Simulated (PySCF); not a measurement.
Q: What does the PBE0-D3(BJ)/def2-SVP structure of 2-(trifluoroacetyl)thiophene, `O=C(c1cccs1)C(F)(F)F` look like in three dimensions?

A: 
```xyz
14
C6H3F3OS angstrom
O     -1.7390    1.9929    0.1879
C     -1.3193    0.8669    0.2941
C      0.0916    0.5067    0.2443
C      0.7053   -0.7310    0.3290
C      2.1110   -0.6422    0.2270
C      2.5374    0.6574    0.0674
S      1.2491    1.7750    0.0371
C     -2.3183   -0.2972    0.4986
F     -3.5576    0.1483    0.5288
F     -2.0662   -0.9361    1.6447
F     -2.2087   -1.1874   -0.4928
H      0.1564   -1.6634    0.4587
H      2.7858   -1.4976    0.2689
H      3.5640    1.0089   -0.0345
```

Any rigid rotation of these coordinates is as good. Atoms count from 1 in this order. The 2 C–S bonds span 1.706 Å (C6–S7, aromatic) to 1.730 Å (C3–S7, aromatic), a spread of 0.024 Å. The 5-membered ring C3–C4–C5–C6–S7 has internal angles of 91.3° to 112.7°; it is planar, 0.00 Å rms from its mean plane, widest ring torsion 0°. The 5 C–C bonds span 1.377 Å (C5–C6, aromatic) to 1.548 Å (C2–C8, drawn single), a spread of 0.171 Å. Of the pairs four or more bonds apart, C4···F11 is among the closest relative to their van der Waals radii: 3.06 Å, 97 % of the sum of Bondi's values.

Bonds between heavy atoms (Å): O1=C2 1.206, C2–C3 1.457, C3–C4 1.384, C4–C5 1.412, C5–C6 1.377, C6–S7 1.706, C2–C8 1.548, C8–F9 1.317, C8–F10 1.336, C8–F11 1.337, C3–S7 1.730.

Method: PBE0-D3(BJ)/def2-SVP geometry optimisation, gas phase (PySCF).

Point group: Cs (every atom within 0.08 Å of its image). No frequency check. One conformer, not necessarily the lowest (O1–C2–C3–C4 -179°).
